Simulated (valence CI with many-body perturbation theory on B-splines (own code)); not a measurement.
Forbidden lines of Nd XLVII

Level of theory: relativistic CI+MBPT: four valence electrons over a frozen Dirac-Fock core [Ne], radial functions for each j: 11 s, 11 p, 9 d, 7 f, 5 g, 2 h, 1 i, with the one-electron correlation potential Σ1, the two-electron term Σ2, the three-electron term Σ3, Breit, model QED; selected CI, second order for the rest (own B-spline code, finite nucleus).

The last digits are not significant, and no measured levels were compared; by estimate large intervals hold to a few tenths of a per cent, small ones and those within an open d or f shell to about a per cent.

Lines 1 to 9 of 9 in falling wavelength, among levels below 640.34 eV, chosen from the decays that carry over 1 % of a level's rate. Wavelengths and rates use the calculated energies. Electric multipoles are in the length gauge, E1 and E2 with the static RPA response of the core. S is in atomic units (e²a₀⁴ for E2 and M2, e²a₀⁶ for E3), for M1 in squared Bohr magnetons. Weak lines are less certain than strong ones. Lines between different terms over intervals too small for the method are left out, as are lines whose strength nearly cancels.

Levels are named by their leading jj configuration (3d3/2^4 stands for four electrons in 3d with j = 3/2), which in mixed levels can hold well under half, so a name can repeat and another be missing.

```json
{"λ vac (nm)": "169.4", "Upper": "(3s^2 3p1/2 3p3/2) J=2", "Lower": "(3s^2 3p1/2 3p3/2) J=1", "Type": "M1", "A (s⁻¹)": "1.05e+03", "S (a.u.)": "9.48e-01"}
{"λ vac (nm)": "16.00", "Upper": "(3s^2 3p3/2 3d5/2) J=4", "Lower": "(3s 3p1/2 3p3/2^2) J=3", "Type": "M1", "A (s⁻¹)": "4.85e+05", "S (a.u.)": "6.63e-01"}
{"λ vac (nm)": "10.18", "Upper": "(3s^2 3p3/2 3d5/2) J=4", "Lower": "(3s^2 3p1/2 3d5/2) J=3", "Type": "M1", "A (s⁻¹)": "9.97e+06", "S (a.u.)": "3.51e+00"}
{"λ vac (nm)": "9.954", "Upper": "(3s^2 3p1/2 3p3/2) J=1", "Lower": "(3s^2 3p1/2^2) J=0", "Type": "M1", "A (s⁻¹)": "1.28e+07", "S (a.u.)": "1.41e+00"}
{"λ vac (nm)": "9.546", "Upper": "(3s^2 3p3/2^2) J=2", "Lower": "(3s^2 3p1/2 3p3/2) J=2", "Type": "M1", "A (s⁻¹)": "1.08e+07", "S (a.u.)": "1.74e+00"}
{"λ vac (nm)": "9.401", "Upper": "(3s^2 3p1/2 3p3/2) J=2", "Lower": "(3s^2 3p1/2^2) J=0", "Type": "E2", "A (s⁻¹)": "8.54e+04", "S (a.u.)": "2.80e-03"}
{"λ vac (nm)": "9.037", "Upper": "(3s^2 3p3/2^2) J=2", "Lower": "(3s^2 3p1/2 3p3/2) J=1", "Type": "M1", "A (s⁻¹)": "1.13e+07", "S (a.u.)": "1.54e+00"}
{"λ vac (nm)": "8.509", "Upper": "(3s^2 3p3/2^2) J=0", "Lower": "(3s^2 3p1/2 3p3/2) J=2", "Type": "E2", "A (s⁻¹)": "3.72e+05", "S (a.u.)": "1.48e-03"}
{"λ vac (nm)": "8.102", "Upper": "(3s^2 3p3/2^2) J=0", "Lower": "(3s^2 3p1/2 3p3/2) J=1", "Type": "M1", "A (s⁻¹)": "2.88e+07", "S (a.u.)": "5.68e-01"}
```
